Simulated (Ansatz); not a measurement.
Ansatz (an electronic-structure program) input file for C3H8OSi, SMILES O[SiH]1CCC1, CAM-B3LYP/def2-TZVPD. Geometry optimised at B3LYP-D3(BJ)/def2-SVP. The values are those of a single conformer.

Ansatz 0.2 input:
```yaml
crystal:
  periodic: [false, false, false]
  atoms:
    - {symbol: O, position_ang: [1.89689016, 0.79732937, -0.29783481]}
    - {symbol: Si, position_ang: [0.52795858, 0.15765038, 0.41579219]}
    - {symbol: C, position_ang: [-1.14342950, 0.86318952, -0.10431138]}
    - {symbol: C, position_ang: [-1.64528149, -0.61713524, -0.16152557]}
    - {symbol: C, position_ang: [-0.28930929, -1.37828094, -0.32839069]}
    - {symbol: H, position_ang: [2.69963710, 0.84333989, 0.23256259]}
    - {symbol: H, position_ang: [0.74458330, 0.07540774, 1.89515557]}
    - {symbol: H, position_ang: [-1.71652571, 1.55327791, 0.53156380]}
    - {symbol: H, position_ang: [-1.07809618, 1.29556842, -1.11686639]}
    - {symbol: H, position_ang: [-2.11907014, -0.89299973, 0.79479302]}
    - {symbol: H, position_ang: [-2.38199192, -0.81822319, -0.95646034]}
    - {symbol: H, position_ang: [-0.02412745, -1.47797868, -1.39435109]}
    - {symbol: H, position_ang: [-0.22282889, -2.37077245, 0.14055637]}
basis:
  gaussian:
    orbitals: def2-TZVPD
hamiltonian:
  xc: {name: CAM-B3LYP}
```

Log of the run:

```
WARN ansatz: RAYON_NUM_THREADS=2 ignored (pool sized by the plan → 2); use --threads N
Functional definition: CAM-B3LYP
integrals: 0.27 GiB planned
1398 factors; their error is unknown
integrals: 0.30 GiB planned
632 factors; integrals over basis functions are off by at most 9.5e-6 eV
mean field: 2.41 GiB planned
mean field evaluation 1: about -13156.4006 eV, gradient 7.4e1 eV
mean field evaluation 2: about -13152.5214 eV, gradient 8.7e1 eV
mean field evaluation 4: about -13167.1230 eV, gradient 4.2e0 eV
mean field evaluation 8: about -13167.1583 eV, gradient 4.7e-2 eV
mean field evaluation 16: about -13167.1335 eV, gradient 8.0e-5 eV
mean field -13167.13345491 eV, -483.8832294644 hartree, gradient 8.1e-5 eV, S^2 0.000000; 0 other end points of the search recorded, 0 dependent functions left out
reference -13167.13361204 eV, -483.8832352389 hartree; 24, 24 occupied and 242, 242 virtual orbitals, 1398 factors
Total energy: -13167.13361204 eV, -483.8832352389 hartree
```

The calculation finished and met its thresholds.
